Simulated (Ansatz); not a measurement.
Relaxation of CH$_{8}$BFOSi$_{2}$ (14 atoms, charge 0, multiplicity 1), to a largest force component of 0.015 eV/Å in at most 40 steps.

All numbers below come from RKS B3LYP-D4/def2-SVP in Ansatz.

```xyz
14
Properties=species:S:1:pos:R:3
F -2.154 -0.751 2.199
B -1.661 0.506 1.626
O -1.256 0.546 0.203
C 0.225 0.241 0.114
Si 0.392 -1.621 -0.169
Si 0.843 1.136 -1.374
H -1.577 1.491 2.289
H 0.802 0.584 0.982
H -0.357 -2.022 -1.299
H 1.821 -1.902 -0.319
H -0.109 -2.350 1.045
H 0.618 2.587 -1.127
H 0.108 0.675 -2.580
H 2.269 0.844 -1.578
```

Question: Where does it end, and by what steps?

Answer: The run converged. After 15 steps the energy has fallen by 1.364 eV; F1 moved furthest, 1.74 Å.

```json
{"step": "0", "energy less start (eV)": "0.0000", "largest force component (eV/Å)": "3.816", "accepted": "yes"}
{"step": "1", "energy less start (eV)": "-0.6689", "largest force component (eV/Å)": "2.053", "accepted": "yes"}
{"step": "2", "energy less start (eV)": "-0.6415", "largest force component (eV/Å)": "1.586", "accepted": "no"}
{"step": "3", "energy less start (eV)": "-0.8524", "largest force component (eV/Å)": "0.641", "accepted": "yes"}
{"step": "4", "energy less start (eV)": "-0.8885", "largest force component (eV/Å)": "0.368", "accepted": "yes"}
{"step": "5", "energy less start (eV)": "-0.9427", "largest force component (eV/Å)": "0.379", "accepted": "yes"}
{"step": "6", "energy less start (eV)": "-1.0105", "largest force component (eV/Å)": "0.729", "accepted": "yes"}
{"step": "7", "energy less start (eV)": "-1.1148", "largest force component (eV/Å)": "0.713", "accepted": "yes"}
{"step": "8", "energy less start (eV)": "-1.2064", "largest force component (eV/Å)": "0.485", "accepted": "yes"}
{"step": "9", "energy less start (eV)": "-1.2762", "largest force component (eV/Å)": "0.349", "accepted": "yes"}
{"step": "10", "energy less start (eV)": "-1.3232", "largest force component (eV/Å)": "0.320", "accepted": "yes"}
{"step": "11", "energy less start (eV)": "-1.3542", "largest force component (eV/Å)": "0.116", "accepted": "yes"}
{"step": "12", "energy less start (eV)": "-1.3632", "largest force component (eV/Å)": "0.044", "accepted": "yes"}
{"step": "13", "energy less start (eV)": "-1.3631", "largest force component (eV/Å)": "0.195", "accepted": "no"}
{"step": "14", "energy less start (eV)": "-1.3636", "largest force component (eV/Å)": "0.077", "accepted": "yes"}
{"step": "15", "energy less start (eV)": "-1.3640", "largest force component (eV/Å)": "0.002", "accepted": "yes"}
```

```xyz
14
Properties=species:S:1:pos:R:3
F -2.996 0.686 1.687
B -1.678 0.628 1.558
O -1.187 0.164 0.397
C 0.227 0.046 0.129
Si 0.624 -1.800 -0.145
Si 0.650 1.198 -1.333
H -0.971 0.988 2.470
H 0.811 0.388 1.005
H -0.114 -2.308 -1.334
H 2.092 -1.950 -0.366
H 0.214 -2.568 1.065
H 0.275 2.596 -0.974
H -0.101 0.775 -2.547
H 2.116 1.121 -1.598
```

Time of the run: 87 s on 2 threads of Arm Neoverse V1, with other jobs on the host, peak memory 0.34 GiB.
